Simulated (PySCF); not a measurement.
## Radial density of Ru²⁺ (ruthenium, charge +2)

PBE0, [Kr] 4d6, high-spin 5D determinant. Computed with PySCF 2.14 in cc-pVDZ-PP with ECP28MDF (4s4p3d1f, 38 functions), with scalar relativity through the core potential. This is the valence pseudo-density: the core potential removes the inner electrons and smooths the orbitals near the nucleus.

```csv
r (bohr),4πr²ρ (e/bohr),4πr²(ρα − ρβ)
0.0359,2.555e-05,0.0000
0.0603,6.593e-05,0.0000
0.102,0.0002746,0.0000
0.171,0.002885,0.0007
0.287,0.05923,0.0147
0.483,1.566,0.2676
0.812,11.58,1.9746
1.37,9.464,2.8512
2.30,1.546,0.8336
3.87,0.06973,0.0396
6.50,7.718e-05,0.0000
```

Energies and moments cover only the electrons outside the core potential.
